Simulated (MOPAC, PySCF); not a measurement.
H2Cl2Sn, SMILES `[Cl][SnH2][Cl]`, neutral singlet in the gas phase. 

Cartesian coordinates (Å):
SMILES: [Cl][SnH2][Cl]
```xyz
5

Cl    -1.8493     1.2232    -0.0337
Sn    -0.0043    -0.2119    -0.0005
Cl     1.8979     1.1463     0.0391
H      0.0063    -1.0760    -1.4637
H     -0.0506    -1.0816     1.4587
```
Charge 0, spin multiplicity 1.

All levels are single points at this geometry (B3LYP-D3(BJ)/def2-TZVP); Pople sets use spherical d functions. Orbital energies aren't observables, and empty levels follow the basis.

B3LYP-D3(BJ)/def2-TZVP in PySCF gives HOMO (eV) = -8.68.

Task: Estimate the HOMO (eV) from each of these levels: PBE-D3(BJ)/def2-TZVP in PySCF; B3LYP/6-31G* (LANL2DZ on Sn) in PySCF; HF/6-31G* (LANL2DZ on Sn) in PySCF; PM3 in MOPAC; PM7 in MOPAC.

Result: 
| level | HOMO (eV) |
|---|---|
| PBE-D3(BJ)/def2-TZVP in PySCF | -7.58 |
| B3LYP/6-31G* (LANL2DZ on Sn) in PySCF | -8.78 |
| HF/6-31G* (LANL2DZ on Sn) in PySCF | -12.34 |
| PM3 in MOPAC | -11.12 |
| PM7 in MOPAC | -11.07 |
